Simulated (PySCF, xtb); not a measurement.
C2H6N, SMILES C([NH])C, multiplicity 2. The values are those of a single conformer.

Harmonic wavenumbers (cm⁻¹) from GFN2-xTB (xtb 6.7.1) at its own minimum, in rising order: 148, 292, 409, 711, 958, 993, 1015, 1182, 1184, 1210, 1325, 1386, 1408, 1477, 1493, 2701, 2763, 3039, 3051, 3056, 3330.

Question: What does PySCF with PBE-D3(BJ)/def2-TZVP give at its own minimum? (The exact figures need the calculation; the answer reports its results.)

Answer: 204, 313, 410, 694, 881, 972, 997, 1057, 1204, 1208, 1332, 1357, 1379, 1436, 1447, 2839, 2848, 2978, 3051, 3054, 3286. Paired by order, the mean absolute difference is 40 cm⁻¹ and the zero-point energies are 47.4 and 47.1 kcal/mol.
